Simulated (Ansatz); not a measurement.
C$_{2}$H$_{8}$InNOSi, SMILES `C=C(N)[SiH](O)[InH2]` from Hartree–Fock to CCSD(T)

```csv
atom,x (Å),y (Å),z (Å)
C1,-1.655,-0.142,1.241
C2,-0.495,-0.249,0.599
N3,-0.239,-1.308,-0.333
Si4,0.767,1.134,0.292
O5,2.254,0.770,0.943
In6,0.549,0.344,-2.144
H7,-2.442,-0.890,1.160
H8,-1.865,0.726,1.853
H9,0.638,-1.781,-0.145
H10,-0.983,-1.996,-0.390
H11,0.233,2.370,0.938
H12,2.342,0.877,1.893
H13,-0.907,0.714,-2.998
H14,1.805,-0.568,-2.909
```

Charge 0, multiplicity 1. Correlated methods include outer-core shells of In, which these sets cover unevenly. In takes the def2 core potential. Geometry: relaxed with PBE0-D4/def2-TZVP. It is one conformer, not always the lowest. Frozen core, restricted reference, Ansatz.

| basis | HF (Eh) | MP2 corr. |
| --- | --- | --- |
| def2-SVP | -687.59063 | -0.81399 |
| def2-TZVPP | -687.95267 | -1.19668 |
| def2-QZVPP | -687.97264 | -1.45071 |

Problem. Estimate the CCSD correlation energy and the (T) correction in each basis where they were run (hartree).

Solution. 
```csv
basis,CCSD corr.,(T)
def2-SVP,-0.87542,-0.02797
def2-TZVPP,-1.23425,-0.04892
```
